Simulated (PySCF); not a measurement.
borohydride (BH₄), SMILES [BH4-], charge -1. Atoms are numbered in the order given.

```xyz
5

B      0.0000     0.0000     0.0000
H      0.7170    -0.7170    -0.7170
H     -0.7170    -0.7170     0.7170
H     -0.7170     0.7170    -0.7170
H      0.7170     0.7170     0.7170
```
Charge -1, spin multiplicity 1.

The structure is a stationary point at ωB97X-D3(BJ)/def2-TZVPD.

Two levels are set side by side: PBE/pcSseg-2 (PySCF) and B3LYP/pcSseg-2 (PySCF). GIAO shifts against BF3 (¹¹B), TMS (¹H) at the same level; non-relativistic, no solvent, atoms listed together averaged. Differences are taken from unrounded values.

```json
[
 {"quantity": "δ(¹¹B) of B1 (ppm)", "B3LYP": "-64.1", "PBE": "-69.2", "PBE minus B3LYP": "-5.1"},
 {"quantity": "δ(¹H) of H2, H3, H4, H5 (ppm)", "B3LYP": "-0.19", "PBE": "-0.29", "PBE minus B3LYP": "-0.10"}
]
```

Rough cost on one machine, each run with all the roots and properties that it gave: B3LYP against PBE within a factor of 2.
